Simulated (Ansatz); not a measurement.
Geometry optimisation, RKS B3LYP-D4/def2-SVP in Ansatz.

Input file:

```yaml
crystal:
  periodic: [false, false, false]
  atoms:
    - { symbol: "N", position_ang: [-0.5956, 1.0709, 0.8633] }
    - { symbol: B, position_ang: [0.0972, -0.102, 0.3047] }
    - { symbol: "N", position_ang: [0.3601, -1.289, 1.1946] }
    - { symbol: C, position_ang: [0.6762, -0.1181, -1.213] }
    - { symbol: O, position_ang: [0.2802, 1.0586, -1.885] }
    - { symbol: H, position_ang: [-0.8787, 0.9452, 1.851] }
    - { symbol: H, position_ang: [-1.524, 1.1788, 0.3403] }
    - { symbol: H, position_ang: [-0.4854, -1.6196, 1.5636] }
    - { symbol: H, position_ang: [0.939, -0.9166, 2.0691] }
    - { symbol: H, position_ang: [1.7072, -0.2486, -1.1885] }
    - { symbol: H, position_ang: [0.1453, -1.0032, -1.7123] }
    - { symbol: H, position_ang: [-0.73825, 0.07572, -0.49488] }
basis:
  gaussian: { orbitals: def2-SVP }
hamiltonian:
  xc: b3lyp
  dispersion: d4
relax:
  f_tol: 0.02
  max_steps: 50
output:
  orbitals: {}
```

Run as:

```bash
$ ansatz run input.yaml --threads 2 --pin off --max-ram 3072MiB --backend cpu --events-out ev --progress --plain --runs-dir out
```

**Question.** Where does it end, and by what steps?

**Answer.** The forces met the threshold. The force dipped under the threshold on the way, but the program's further checks kept it going. After 38 steps the energy has fallen by 6.801 eV; H11 moved furthest, 2.41 Å. Parted: B2–C4.

```json
{"step": "0", "energy less start (eV)": "0.0000", "largest force component (eV/Å)": "7.178", "accepted": "yes"}
{"step": "2", "energy less start (eV)": "-3.6782", "largest force component (eV/Å)": "3.033", "accepted": "yes"}
{"step": "4", "energy less start (eV)": "-5.5279", "largest force component (eV/Å)": "2.732", "accepted": "yes"}
{"step": "6", "energy less start (eV)": "-6.1979", "largest force component (eV/Å)": "2.450", "accepted": "yes"}
{"step": "8", "energy less start (eV)": "-6.6020", "largest force component (eV/Å)": "0.493", "accepted": "yes"}
{"step": "10", "energy less start (eV)": "-6.6598", "largest force component (eV/Å)": "0.592", "accepted": "yes"}
{"step": "12", "energy less start (eV)": "-6.6901", "largest force component (eV/Å)": "0.323", "accepted": "yes"}
{"step": "14", "energy less start (eV)": "-6.7237", "largest force component (eV/Å)": "0.217", "accepted": "yes"}
{"step": "16", "energy less start (eV)": "-6.7118", "largest force component (eV/Å)": "1.045", "accepted": "no"}
{"step": "18", "energy less start (eV)": "-6.7561", "largest force component (eV/Å)": "0.447", "accepted": "yes"}
{"step": "20", "energy less start (eV)": "-6.7782", "largest force component (eV/Å)": "0.087", "accepted": "yes"}
{"step": "22", "energy less start (eV)": "-6.6844", "largest force component (eV/Å)": "1.428", "accepted": "no"}
{"step": "24", "energy less start (eV)": "-6.7964", "largest force component (eV/Å)": "0.140", "accepted": "yes"}
{"step": "26", "energy less start (eV)": "-6.7986", "largest force component (eV/Å)": "0.151", "accepted": "no"}
{"step": "28", "energy less start (eV)": "-6.8002", "largest force component (eV/Å)": "0.013", "accepted": "yes"}
{"step": "30", "energy less start (eV)": "-6.8000", "largest force component (eV/Å)": "0.111", "accepted": "no"}
{"step": "32", "energy less start (eV)": "-6.8008", "largest force component (eV/Å)": "0.066", "accepted": "yes"}
{"step": "34", "energy less start (eV)": "-6.8011", "largest force component (eV/Å)": "0.053", "accepted": "yes"}
{"step": "36", "energy less start (eV)": "-6.8013", "largest force component (eV/Å)": "0.032", "accepted": "yes"}
{"step": "38", "energy less start (eV)": "-6.8014", "largest force component (eV/Å)": "0.017", "accepted": "yes"}
```

```xyz
12
Properties=species:S:1:pos:R:3
N -0.315 0.660 0.758
B -0.508 -0.708 1.047
N -0.231 -1.293 2.306
C 0.706 0.609 -2.370
O -0.237 1.341 -2.202
H -0.005 1.342 1.441
H -0.561 1.064 -0.140
H -0.379 -2.276 2.485
H 0.101 -0.780 3.114
H 1.197 0.077 -1.522
H 1.135 0.427 -3.387
H -0.919 -1.431 0.162
```

Whether the end is a true minimum wasn't checked by a vibrational analysis.

The run took 68 s on 2 threads of AMD EPYC 9R14 (Zen 4), with other jobs on the host, peak memory 0.23 GiB.
